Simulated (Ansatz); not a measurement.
This geometry of AlH₆NO₂ (10 atoms, charge 0, multiplicity 1) is a first-order saddle point.

All numbers below come from Ansatz 0.2.0, RKS B3LYP/6-31G*.

```xyz
10
Properties=species:S:1:pos:R:3
Al -0.109 0.163 0.222
N -0.014 0.141 2.136
H -0.761 -0.312 2.655
H 0.865 -0.044 2.611
H 1.206 -0.180 -0.596
O -1.685 -0.291 -0.338
H -1.760 -0.842 -1.125
O -0.253 2.040 0.677
H -1.121 2.439 0.499
H -0.235 1.516 1.687
```

Problem. Which two structures does it join? (They come from a converged band through this point; their orientation in space is the band's.)

Solution. Bonds broken: O8–H10. Bonds formed: N2–H10.

Initial state:

```xyz
10
Properties=species:S:1:pos:R:3
Al -0.060 0.117 0.328
N 0.036 -0.003 2.170
H -0.713 -0.476 2.668
H 0.912 -0.251 2.620
H 1.245 -0.148 -0.542
O -1.653 -0.131 -0.325
H -1.794 -0.759 -1.042
O -0.306 2.093 0.612
H -1.222 2.295 0.349
H -0.312 1.894 1.590
```

Final state:

```xyz
10
Properties=species:S:1:pos:R:3
Al -0.268 0.516 0.158
N -0.022 0.182 2.160
H -0.776 -0.424 2.482
H 0.869 -0.234 2.427
H 1.084 0.024 -0.552
O -1.676 -0.479 -0.107
H -1.667 -1.058 -0.879
O -0.506 2.223 0.428
H -0.790 2.788 -0.301
H -0.114 1.092 2.612
```

Problem. How far does it lie above each of them?

Solution. 0.071 eV above the first and 0.990 eV above the second. This is the barrier of this one path; another mechanism may lie lower. The orbitals stay closed-shell, which can raise the energy where a bond breaks towards radicals; this wasn't checked here.

The run took 5.8 min on 1 thread of Arm Neoverse V1, on a shared host, peak memory 0.14 GiB.
